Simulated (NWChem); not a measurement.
Molecule: SnHOI, singlet; SMILES [I][Sn][OH]

```xyz
4

Sn     0.3096     1.2717     0.0000
I     -0.0054    -1.4835     0.0000
O     -1.6193     1.7540     0.0000
H     -2.2373     1.0111     0.0000
```
Atoms are numbered in this order, from 1.

Low-valent species are run as closed-shell singlets; no triplet was tried in these runs. All runs use the structure optimised with PBE0/def2-SVP. No frequency run checked for a minimum. def2 effective core potentials on Sn, I; no spin-orbit coupling.

Symmetry labels are those of Cs in the frame above (b1 and b2, or b-type labels, depend on it).

**Question.** List the 4 lowest vertical singlet excitations from CAM-B3LYP/def2-SVPD with def2 effective core potentials on Sn, I, TDA (NWChem).

**Answer.** 
```json
[
 {"state": "S1", "energy (eV)": "3.68", "oscillator strength": "0.012", "symmetry": "a\"", "leading excitation (squared amplitude)": "HOMO → LUMO (0.99)"},
 {"state": "S2", "energy (eV)": "4.01", "oscillator strength": "0.015", "symmetry": "a\"", "leading excitation (squared amplitude)": "HOMO−2 → LUMO (0.98)"},
 {"state": "S3", "energy (eV)": "4.23", "oscillator strength": "0.019", "symmetry": "a'", "leading excitation (squared amplitude)": "HOMO−1 → LUMO (0.91)"},
 {"state": "S4", "energy (eV)": "5.27", "oscillator strength": "0.026", "symmetry": "a'", "leading excitation (squared amplitude)": "HOMO → LUMO+1 (0.73)"}
]
```
